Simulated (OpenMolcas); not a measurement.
# Predicting a hybrid from its neighbours: B2H2F2

The species is B2H2F2 (6 atoms), meant as a singlet with charge 0. SMILES: `FBBF`. The coordinates come from a GFN2-xTB relaxation. This is one conformer, not always the lowest.

The HOMO–LUMO gap y, in eV, basis def2-SVPD; a is the functional's share of exact exchange. Programs: OpenMolcas 26.06.

| functional | program | a | y (eV) |
| --- | --- | --- | --- |
| TPSS | OpenMolcas | 0 | 3.32 |
| PBE | OpenMolcas | 0 | 2.90 |
| B3LYP | OpenMolcas | 0.2 | 5.01 |
| PBE0 | OpenMolcas | 0.25 | ? |
| BHLYP | OpenMolcas | 0.5 | 7.98 |

Task: Fit y = c + s·a to the known rows and predict PBE0.

Result: 
1. Means of the 4 rows: a = 0.1750, y = 4.803.
2. Σ(Δa)² = 0.1675, Σ(Δa·Δy) = 1.6303, so the slope is 1.6303/0.1675 = 9.7331.
3. Intercept: 4.803 − (9.7331) × 0.1750 = 3.100. The largest residual of the fit is 0.22.
4. PBE0: 3.100 + (9.7331) × 0.25 = 5.53 eV.

The run gave 5.42 eV, so the prediction is off by +0.11 eV, within the scatter of the fit. Exact exchange lowers occupied levels and raises empty ones. The rows mix families of semi-local functionals, which the line can't see.
